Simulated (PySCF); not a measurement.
SMILES N#Cc1ccc(O[SiH3])s1 (C5H5NOSSi) (GFN2-xTB optimised geometry):

```
14

N     -2.261    -3.959     0.000
C     -1.567    -3.044     0.000
C     -0.717    -1.939     0.000
C      0.654    -1.939     0.000
C      1.207    -0.650     0.000
C      0.258     0.336     0.000
O      0.482     1.635     0.000
Si    -0.544     2.918    -0.018
S     -1.353    -0.314     0.000
H      1.237    -2.843     0.000
H      2.261    -0.442     0.000
H      0.466     3.959    -0.013
H     -1.369     2.856    -1.224
H     -1.395     2.869     1.170
```

Computed with PySCF 2.14.0 with PBE/def2-TZVP.

Question: What are the frontier orbital energies and the dipole moment?

Answer: HOMO-2 -8.17 eV, HOMO-1 -6.94 eV, HOMO -5.80 eV, LUMO -2.29 eV, LUMO+1 -1.99 eV; dipole moment 5.51 D.

Meta-Löwdin charges at PBE/def2-TZVP: N1 -0.22, C2 0.09, C3 -0.17, C4 -0.11, C5 -0.20, C6 0.10, O7 -0.49, Si8 0.70, S9 0.27, H10 0.15, H11 0.14, H12 -0.07, H13 -0.09, H14 -0.09.
